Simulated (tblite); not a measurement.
HCl$_{3}$HfO, charge -1, doublet, at a GFN2-xTB geometry (such geometries of metal compounds can be far from the true shape) (the multiplicity is a formal guess); GFN1-xTB (tblite).

The tblite input:
```
$ tblite run mol.xyz --method gfn1 --charge -1 --spin 1 --json tblite.json --no-restart

# file mol.xyz
6

Hf    -0.13728403     0.09893992     0.02964004
Cl     1.93657247     0.72050589    -0.74415034
Cl     0.44231920    -0.22902000     2.22945528
Cl    -0.79789979    -1.35116414    -1.66772843
O     -1.81935876     0.89921023     0.15511059
H     -2.43754201     0.29717480    -0.27376852
```

It wrote (shortened):

```
xTB calculator
 | screened Coulomb repulsion
 | Coulomb electrostatics
 |  * isotropic Klopman-Ohno-Mataga-Nishimoto electrostatics
 |  * onsite third-order electrostatics
 | DFT-D3(BJ) dispersion correction

halogen bonding energy    0.0000000000000E+00 Eh
repulsion energy          6.2096943074819E-02 Eh
dispersion energy        -2.7798768601696E-03 Eh
number of electrons       3.3000000000000E+01 e
integral cutoff           3.5545256755052E+01 bohr

------------------------------------------------------------
  cycle        total energy    energy error   density error
------------------------------------------------------------
      1     -19.28078242452  -1.9340099E+01   7.5775185E-01
      2     -19.57226882873  -2.9148640E-01   3.8172414E-01
      3     -19.47321337636   9.9055452E-02   2.5260635E-01
      4     -19.60977464787  -1.3656127E-01   1.0702939E-01
      5     -19.61014997065  -3.7532278E-04   3.9386819E-02
      6     -19.61354964409  -3.3996734E-03   1.7588445E-02
      7     -19.61400607178  -4.5642769E-04   1.1292784E-02
      8     -19.61415500195  -1.4893018E-04   7.6334129E-03
      9     -19.61425559215  -1.0059019E-04   3.1711486E-03
     10     -19.61426656680  -1.0974653E-05   1.9137285E-03
     11     -19.61427295923  -6.3924298E-06   6.4386463E-04
     12     -19.61427383661  -8.7738475E-07   7.7176473E-05
     13     -19.61427384854  -1.1920580E-08   2.1316985E-05
     14     -19.61427384950  -9.6495967E-10   4.3064081E-07
------------------------------------------------------------

electronic energy        -1.9673590915715E+01 Eh
total energy             -1.9614273849500E+01 Eh

Post processing:
 | Mayer-Wiberg bond orders

[Info] JSON dump of results written to 'tblite.json'
```
